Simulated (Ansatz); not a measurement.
Consider the redistribution: `[NH2][Al]([F])[PH2]` + `[SiH3]N[SiH2]Cl` → `[NH2][Al]([F])[NH][SiH3]` + `P[SiH2]Cl`.

Isolated molecules relaxed with PBE0-D4/def2-TZVP in Ansatz; ΔE leaves out vibrations. CBS: MP2 limit from def2 TZ/QZ plus the TZ coupled-cluster correction, frozen cores. DFT in def2-TZVPP. Each species was taken in one conformer, which may not be the lowest.

`[NH2][Al]([F])[PH2]`:

Z-matrix (Å, degrees):
```
N
Al 1 1.757
H 1 1.007 2 124.5
H 1 1.006 2 125.0 3 -179.0
F 2 1.652 1 117.2 3 0.5
P 2 2.313 1 124.0 3 -175.9
H 6 1.422 2 91.4 1 -130.5
H 6 1.423 2 91.8 1 -36.8
```

`[SiH3]N[SiH2]Cl`:

```xyz
10

Si   -0.008   -1.364   -0.788
N    -0.635   -0.081    0.195
Si    0.118    1.407    0.567
Cl    1.421    1.284    2.165
H     1.162   -0.811   -1.512
H     0.417   -2.538    0.021
H    -1.037   -1.827   -1.756
H    -1.452   -0.303    0.748
H     0.924    1.837   -0.595
H    -0.911    2.396    0.956
```

`[NH2][Al]([F])[NH][SiH3]`:

Cartesian coordinates in Å:
```
N -1.402 0.862 1.368
Al -1.229 0.579 -0.354
F -2.430 1.071 -1.374
N 0.186 -0.218 -1.068
Si 1.590 -0.833 -0.286
H -2.194 1.313 1.793
H -0.726 0.597 2.064
H 0.171 -0.327 -2.074
H 2.840 -0.161 -0.738
H 1.421 -0.588 1.172
H 1.774 -2.295 -0.503
```

`P[SiH2]Cl`:

Z-matrix (Å, degrees):
```
Si
Cl 1 2.058
P 1 2.245 2 108.1
H 1 1.483 2 107.2 3 -123.8
H 1 1.483 2 108.3 3 117.9
H 3 1.424 1 91.7 2 -171.4
H 3 1.421 1 93.0 2 -77.9
```

```csv
level,ΔE (kJ/mol)
ωB97M-V,1.9
HF/CBS(def2),2.4
```

Problem. What does CCSD(T)/CBS give? (Best estimate.)

Solution. The calculation gave: +1.1 kJ/mol. The listed levels differ from it by 0.8, 1.3 kJ/mol.

Largest T1 diagnostic among the species: 0.013.
